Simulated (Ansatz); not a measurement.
CH7BSSi can be A, `CBS[SiH3]`, or B, `CB([SiH3])S`.

Program: Ansatz. Geometries: PBE0-D4/def2-TZVP. ΔE: electronic, gas phase. CBS: MP2 limit from def2 TZ/QZ plus the TZ coupled-cluster correction, frozen cores. Functionals use def2-TZVPP. B3LYP here is the variant with VWN-RPA as its local correlation; programs differ in this. Each species was taken in one conformer, which may not be the lowest.

A:

Z-matrix (Å, degrees):
```
C
B 1 1.556
H 1 1.097 2 109.4
H 1 1.091 2 115.0 3 -122.7
H 1 1.097 2 109.4 3 114.7
S 2 1.793 1 120.7 3 122.6
H 2 1.200 1 120.8 3 -57.3
Si 6 2.149 2 99.2 1 -180.0
H 8 1.484 6 107.0 2 -179.8
H 8 1.483 6 110.3 2 -60.5
H 8 1.483 6 110.3 2 60.9
```

B:

Z-matrix (Å, degrees):
```
C
B 1 1.563
H 1 1.096 2 110.0
H 1 1.096 2 109.9 3 -115.4
H 1 1.093 2 114.7 3 122.4
Si 2 2.023 1 121.4 3 57.2
S 2 1.776 1 123.6 3 -122.8
H 6 1.492 2 109.9 1 -59.0
H 6 1.488 2 113.3 1 179.9
H 6 1.492 2 109.9 1 58.7
H 7 1.349 2 99.9 1 0.1
```

Q: Which is lower in electronic energy at CCSD(T)/CBS, and by how much? (Estimate.)

A: Computed: A, by 15.5 kcal/mol.

Q: Give E(B) − E(A) in kcal/mol with LDA (SPW92), ωB97M-V, HF/def2-TZVPP, B3LYP-D4, BLYP-D4, PBE0-D4, CCSD/def2-TZVPP. (Estimate.)

A: Computed: LDA (SPW92) 12.1, ωB97M-V 15.8, HF/def2-TZVPP 18.3, B3LYP-D4 14.7, BLYP-D4 13.8, PBE0-D4 14.1, CCSD/def2-TZVPP 15.1. None reverses the order clearly.

Q: Does the order hold for the free energy at 298.15 K (harmonic terms from PBE0-D4)? (Best estimate.)

A: The calculation gave: Yes: G(B) − G(A) = +14.6 kcal/mol, for one conformer each. Modes under 60 cm⁻¹, often nearly free rotors, make the harmonic entropy too high.

Largest T1 diagnostic: 0.014.

At CCSD(T), def2-SVP lies −3.1 kcal/mol from the extrapolated value and def2-TZVPP −0.7 kcal/mol. From BLYP to BHLYP (50 % exact exchange), in def2-TZVPP and without D4, E(B) − E(A) moves by +2.3 kcal/mol.
